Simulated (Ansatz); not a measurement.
A structure relaxed at PBE-D4/def2-TZVP in Ansatz, charge 0, singlet:

```
atom    x (Å)    y (Å)    z (Å)
 Ti1  -0.0009   0.0467  -0.0342
  H2   0.0243  -1.3194   0.9676
  F3  -0.9654   1.2385   0.8232
  F4  -0.7380  -0.4879  -1.5365
  F5   1.6800   0.5221  -0.2201
```

Q: Give its formula, name or SMILES and point group.

A: TiHF₃. Point group C3v (tolerance 0.1 Å).

Q: Summarise the bond lengths by kind (pairs closer than 1.2 times the sum of covalent radii, bridged metal pairs left out).

A: 3 × F–Ti 1.76 Å; 1 × H–Ti 1.69 Å. The metal has 4 neighbours: H 1.69 Å, F 1.76 Å, F 1.76 Å, F 1.76 Å.

The relaxation made no stability test and no search for a lower SCF solution.
